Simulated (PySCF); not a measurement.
A structure optimised at B3LYP-D3(BJ)/def2-TZVP, used in a PySCF frequency run:

```xyz
6

Si    -1.6118    -0.1137     0.0000
As     0.7558     0.0708     0.0000
H     -2.1402     0.5857    -1.2047
H     -2.1402     0.5857     1.2047
H      0.9518    -0.9583    -1.1069
H      0.9518    -0.9583     1.1069
```
Charge 0, spin multiplicity 2.

**Question.** Write its SMILES, formula and point group.

**Answer.** [SiH2][AsH2], AsH4Si, Cs

**Question.** What are its rotational constants (standard atomic weights)?

**Answer.** 59.579, 3.9074, 3.8389 GHz
